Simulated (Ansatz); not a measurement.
Reaction (SMILES): O=C=[N] → C atom + N atom + O atom
B3LYP-D3(BJ)/def2-TZVP geometries, fixed; electronic energies without zero-point terms.

How fast the atomisation energy converges with the basis for several methods (Ansatz, a quantum-chemistry and plane-wave program): deviation from each method's own reference, in kcal/mol. References: B3LYP 323.76 kcal/mol, the value in aug-pcseg-3; CCSD(T) 315.02 kcal/mol, Hartree-Fock in cc-pVQZ plus the correlation part extrapolated as X^-3 from cc-pVTZ and cc-pVQZ; HF 180.78 kcal/mol, the value in def2-QZVPPD; MP2 327.34 kcal/mol, Hartree-Fock in cc-pVQZ plus the correlation part extrapolated as X^-3 from cc-pVTZ and cc-pVQZ; PBE 349.95 kcal/mol, the value in aug-pcseg-3; r2SCAN 325.96 kcal/mol, the value in aug-pcseg-3. Cartesian d functions, on some or all atoms, in 6-31+G*; all else is spherical. In correlated methods cores are frozen. Open shells are unrestricted. No added dispersion term, no relativity. 

```csv
basis,functions,B3LYP,CCSD(T),HF,MP2,PBE,r2SCAN
cc-pVDZ,42,-6.44,-34.02,-8.48,-34.94,-4.29,-6.87
pcseg-1,42,-6.75,-29.43,-6.59,-29.77,-5.26,-7.01
def2-SVP,42,3.23,-20.06,1.38,-22.71,4.77,1.45
6-31+G*,57,-8.69,-31.07,-7.98,-31.73,-8.08,-8.15
6-311+G**,66,-5.67,-27.11,-6.30,-28.14,-4.82,-5.87
aug-pcseg-1,69,-4.17,-24.16,0.28,-22.48,-3.25,-2.89
cc-pVTZ,90,-0.56,-13.05,-0.97,-13.12,0.22,-0.67
pcseg-2,90,-0.65,-11.01,0.08,-11.32,-0.37,-0.49
def2-TZVPPD,114,-0.79,-12.08,-0.64,-11.68,-0.46,-1.19
jun-cc-pV(T+d)Z,117,-1.59,-12.63,-0.99,-12.31,-1.47,-1.40
aug-pcseg-2,138,-0.25,-9.42,0.85,-9.28,-0.20,-0.08
pcseg-3,180,-0.03,-3.72,1.09,-3.42,-0.02,0.00
```

Mean absolute deviation over 6-311+G**, cc-pVTZ, pcseg-2, def2-TZVPPD, jun-cc-pV(T+d)Z, aug-pcseg-2: PBE 1.25, B3LYP 1.59, r2SCAN 1.62, HF 1.64, CCSD(T) 14.22, MP2 14.31 kcal/mol.
